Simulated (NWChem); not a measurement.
System: C4H4F2; SMILES FC1=C(F)CC1

Here is an NWChem input.

```
start job
memory heap 200 mb stack 900 mb global 1100 mb
geometry units angstroms noautosym nocenter noautoz
  F      1.608971     0.000000     1.143877
  C      0.667273     0.000000     0.200389
  C     -0.667273     0.000000     0.200389
  F     -1.608971     0.000000     1.143877
  C     -0.789539     0.000000    -1.302099
  C      0.789539     0.000000    -1.302099
  H     -1.238640     0.894797    -1.746484
  H     -1.238640    -0.894797    -1.746484
  H      1.238640    -0.894797    -1.746484
  H      1.238640     0.894797    -1.746484
end
basis spherical
  * library 6-31g*
end
dft
  xc b3lyp
  iterations 150
end
cosmo
  do_cosmo_smd true
  solvent water
end
task dft energy
```

Excerpt of the output:

```
             Northwest Computational Chemistry Package (NWChem) 7.3.0
             --------------------------------------------------------

                             Geometry "geometry" -> ""
                             -------------------------

 Output coordinates in angstroms (scale by  1.889725989 to convert to a.u.)

  No.       Tag          Charge          X              Y              Z
 ---- ---------------- ---------- -------------- -------------- --------------
    1 F                    9.0000     1.60897100     0.00000000     1.14387700
    2 C                    6.0000     0.66727300     0.00000000     0.20038900
    3 C                    6.0000    -0.66727300     0.00000000     0.20038900
    4 F                    9.0000    -1.60897100     0.00000000     1.14387700
    5 C                    6.0000    -0.78953900     0.00000000    -1.30209900
    6 C                    6.0000     0.78953900     0.00000000    -1.30209900
    7 H                    1.0000    -1.23864000     0.89479700    -1.74648400
    8 H                    1.0000    -1.23864000    -0.89479700    -1.74648400
    9 H                    1.0000     1.23864000    -0.89479700    -1.74648400
   10 H                    1.0000     1.23864000     0.89479700    -1.74648400

 Effective nuclear repulsion energy (a.u.)     227.6124555461

                                 NWChem DFT Module
                                 -----------------

 Summary of "ao basis" -> "ao basis" (spherical)
 ------------------------------------------------------------------------------
       Tag                 Description            Shells   Functions and Types
 ---------------- ------------------------------  ------  ---------------------
 F                           6-31g*                  6       14   3s2p1d
 C                           6-31g*                  6       14   3s2p1d
 H                           6-31g*                  2        2   2s

 in cosmo_initialize ...
 calling solv_data for solv:h2o

 solvent parameters
 solvname_short: h2o
 solvname_long:  water
 dielec:       78.4000
 dielecinf:     1.7769
 aqueous SMD model solvent descriptors
 dielec:       78.4000
 sola:          0.8200

          ---------------
          -cosmo- solvent
          ---------------
 Cosmo: York-Karplus, doi: 10.1021/jp992097l
 dielectric constant -eps-     =  78.40
 screen = (eps-1)/(eps    )    =   0.98724
 surface charge correction     = lagrangian

   van der Waals surface
 --------------------------

[...]

                                COSMO-SMD solvation results
                                ---------------------------

             internal energy in gas <Psi(g)|H|Psi(g)> =      -354.435222180898
         internal energy in solvent <Psi(s)|H|Psi(s)> =      -354.434557226681
                               delta internal energy  =         0.000664954217 (    0.42 kcal/mol)
   total free energy in solvent <Psi(s)|H+V/2|Psi(s)> =      -354.438974727913
 polarization energy contribution <Psi(s)|V/2|Psi(s)> =        -0.004417501232 (   -2.77 kcal/mol)
    total free energy in solvent including G(SMD-CDS) =      -354.433211836881
                       G(SMD-CDS) energy contribution =         0.005762891032 (    3.62 kcal/mol)
     1 M fixed-concentration free energy of solvation =         0.002010344017 (    1.26 kcal/mol)

                       DFT Final Molecular Orbital Analysis
                       ------------------------------------

 Vector   21  Occ=2.000000D+00  E=-3.600151D-01
              MO Center=  1.6D-08,  4.2D-09, -4.3D-01, r^2= 3.1D+00
   Bfn.  Coefficient  Atom+Function         Bfn.  Coefficient  Atom+Function
  ----- ------------  ---------------      ----- ------------  ---------------
    61      0.286778   5 C  pz               75     -0.286778   6 C  pz
     5     -0.253070   1 F  pz               47      0.253070   4 F  pz
    19      0.213935   2 C  pz               33     -0.213935   3 C  pz
     9     -0.175222   1 F  pz               51      0.175222   4 F  pz
    65      0.173417   5 C  pz               79     -0.173417   6 C  pz

 Vector   22  Occ=2.000000D+00  E=-3.399689D-01
              MO Center= -2.9D-08,  1.5D-11, -2.9D-01, r^2= 3.1D+00
   Bfn.  Coefficient  Atom+Function         Bfn.  Coefficient  Atom+Function
  ----- ------------  ---------------      ----- ------------  ---------------
    59      0.249808   5 C  px               73     -0.249808   6 C  px
     5     -0.217567   1 F  pz               47     -0.217567   4 F  pz
    61     -0.197967   5 C  pz               75     -0.197967   6 C  pz
     3      0.180604   1 F  px               45     -0.180604   4 F  px
    19      0.167740   2 C  pz               33      0.167740   3 C  pz

 Vector   23  Occ=2.000000D+00  E=-2.351615D-01
              MO Center= -6.6D-10,  1.3D-10,  1.3D-01, r^2= 2.4D+00
   Bfn.  Coefficient  Atom+Function         Bfn.  Coefficient  Atom+Function
  ----- ------------  ---------------      ----- ------------  ---------------
    18      0.386463   2 C  py               32      0.386463   3 C  py
    22      0.240234   2 C  py               36      0.240234   3 C  py
     4     -0.236211   1 F  py               46     -0.236211   4 F  py
     8     -0.193451   1 F  py               50     -0.193451   4 F  py
    86     -0.130248   7 H  s                88      0.130248   8 H  s

 Vector   24  Occ=0.000000D+00  E= 4.142855D-02
              MO Center=  8.9D-10, -4.5D-09,  4.7D-02, r^2= 2.4D+00
   Bfn.  Coefficient  Atom+Function         Bfn.  Coefficient  Atom+Function
  ----- ------------  ---------------      ----- ------------  ---------------
    22      0.490441   2 C  py               36     -0.490441   3 C  py
    18      0.480123   2 C  py               32     -0.480123   3 C  py
    86      0.263564   7 H  s                88     -0.263564   8 H  s
    90      0.263564   9 H  s                92     -0.263564  10 H  s
     4     -0.181344   1 F  py               46      0.181344   4 F  py

[...]
```

Level: B3LYP/6-31G* (spherical d), SMD on the gas-phase geometry. The geometry was optimised at B3LYP/6-31G* (spherical d). Solvent: water.
